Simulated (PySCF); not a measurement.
Method: PBE0 in PySCF with Sn def2-TZVP with ECP28, F def2-TZVP; scalar-relativistic core potentials, no spin–orbit coupling; density-fitted integrals.

Each entry is the lowest minimum that a search over a few typed start shapes (and spin states, where more than one is plausible) found, or that minimum re-optimised at the stated level; isomers with ligand–ligand bonds, or fragments after loss of a ligand pair, can lie lower. Open shells are unrestricted.

SnF₂ is a singlet of C2v symmetry with Sn–F 1.932 Å (×2); F–Sn–F 95.9°. Its wavenumbers are 192, 589, 607 cm⁻¹.

Task: What changes when one electron is removed, giving SnF₂⁺?

Result: It costs 10.93 eV between the minima (10.93 eV with zero-point energy). SnF₂⁺ is a doublet of C2v symmetry with Sn–F 1.874 Å (×2); F–Sn–F 117.3°; wavenumbers 134, 633, 660 cm⁻¹.

Spin–orbit coupling, left out here, can matter for elements this heavy.
